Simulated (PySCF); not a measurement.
Coordinates in bohr (charge -1 multiplicity 5):
```
Rh    0.0000    0.2161    0.0000
O     0.0000   -0.6953    3.3478
O     0.0000   -0.6953   -3.3478
```

Level of theory: PySCF, UB3LYP, basis Rh def2-SVPD with ECP28, O def2-SVPD (scalar-relativistic core potentials, no spin–orbit coupling, density fitting).

This geometry of RhO₂⁻ is a stationary point at this level.

Problem. What is the point group?

Solution. C2v.

Problem. Is it a minimum?

Solution. Yes: all harmonic wavenumbers are real.

Problem. List the harmonic modes with their infrared intensities.

Solution. 
```tsv
symmetry	ω (cm⁻¹)	IR (km/mol)
a1	162	24.3
b2	638	171
a1	709	15.5
```

Problem. What are the dipole moment and the gap between the highest occupied and lowest empty levels of either spin?

Solution. 2.43 D about the centre of mass and 1.75 eV.

Problem. Give the atomic charges and bond orders.

Solution. 
```tsv
atom	Mulliken	Löwdin	polar tensor	spin (Mulliken)	Mayer order to Rh1
Rh1	0.87	0.49	0.59	2.54	–
O2,3	-0.94	-0.74	-0.80	0.73	1.15
```

In C2v the vibrations span 2a1 + b2. Here b1 is antisymmetric to the molecular plane and b2 lies in it.

This need not be the most stable arrangement of these atoms. With open d or f shells other occupations or spin states may lie lower. The lowest empty level of this anion is unbound, so it and the gap depend on the basis. At this level a singlet minimum of C2v symmetry lies 110 kJ/mol below this structure.
